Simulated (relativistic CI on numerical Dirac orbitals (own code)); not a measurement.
## What each ingredient does to the levels of Tc XVI

Base calculation: Dirac-Coulomb-Breit CI, separate exchange-only KLI orbitals for each configuration, model QED, unscaled Slater integrals.

CI space (outside the closed core [Ne] 3s2): 3p⁶3d¹⁰, 3p⁶3d⁹4s, 3p⁶3d⁹4p, 3p⁶3d⁹4d, 3p⁶3d⁸4s², 3p⁶3d⁹4f, 3p⁶3d⁸4s4p, 3p⁶3d⁹5s, 3p⁵3d¹⁰4s, 3p⁶3d⁸4p², 3p⁶3d⁹5p, 3p⁶3d⁸4s4d, 3p⁵3d¹⁰4p, 3p⁶3d⁹5d, 3p⁶3d⁸4p4d, 3p⁶3d⁹5f. Levels of other configurations are missing.

Variants: (1) Breit term removed. Shifts of the energy above 3p⁶3d¹⁰ ¹S0, in cm⁻¹, for the lowest level and the first level of each name with at least 55 % of one term (blank where a level changes its place among those of its configuration and J or its character, or is not in the variant):

```tsv
Level	Base	Δ(1)
3p⁶3d¹⁰ ¹S0	0	0
3p⁶3d⁹4s ³D3	1892628	-173
3p⁶3d⁹4s ³D2	1898176	-177
3p⁶3d⁹4s ³D1	1923385	+969
3p⁶3d⁹4s ¹D2	1928594	+988
3p⁶3d⁹4p ³P°2	2144724	-833
3p⁶3d⁹4p ³F°2	2179253	+314
3p⁶3d⁹4p ³P°1	2180059	+180
3p⁶3d⁹4p ³F°4	2186513	-113
3p⁶3d⁹4p ¹D°2	2196989	-190
3p⁶3d⁹4p ¹P°1	2201579	+104
3p⁶3d⁹4p ³D°3	2202435	-197
3p⁶3d⁹4p ³P°0	2204584	+879
3p⁶3d⁹4p ³D°1	2225907	+796
```

At this charge energies of transitions that change n are usually good to better than 1 %, and those within a shell (Δn = 0) to a few per cent.

Ionisation energy from the two ground configurations alone: base 604.109 eV; Breit term removed 604.231 eV. The NIST ASD value (theoretical) is 604 eV.

LS names give the leading component of a level, which can be under half, so a name can repeat, a term be missing and a line seem to break the LS rules.
